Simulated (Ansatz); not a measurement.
`[CH3][GeH]([Cl])[SeH]` + `[SiH3][SeH]` → `[SeH][SiH2][SeH]` + `[CH3][GeH2][Cl]`  (formal exchange of groups at the Se–Ge bond)

Computed with Ansatz on PBE0-D4/def2-TZVP structures; ΔE is electronic, products minus reactants. CCSD(T)/CBS is the MP2 limit (def2-TZVPP, def2-QZVPP) plus CCSD(T) − MP2 in def2-TZVPP, frozen cores. DFT in def2-TZVPP. For Ge, Se outer-core shells are correlated without core-valence functions, which leaves a few kJ/mol of doubt a bond. Scalar relativity is left out up to krypton. Each species was taken in one conformer, which may not be the lowest.

```json
{"level": "r2SCAN0-D4", "ΔE (kJ/mol)": "-1.7"}
{"level": "CCSD/CBS(def2)", "ΔE (kJ/mol)": "-2.1"}
```

(1) What does CCSD(T)/CBS give? (An estimate is asked.)

Largest T1 diagnostic among the species: 0.010.

Answers

(1) Ansatz gave: -2.0 kJ/mol. The listed levels differ from it by 0.3, -0.1 kJ/mol.

Leaving LDA and LC-ωPBE aside and taking each functional with its dispersion term where it has one, the values, not all of them listed here, spread over 8.4 kJ/mol, from B97M-V to BLYP-D4. LDA lies −3.0 kJ/mol from PBE without D4. At CCSD(T), def2-SVP lies +4.7 kJ/mol from the extrapolated value and def2-TZVPP +3.7 kJ/mol.
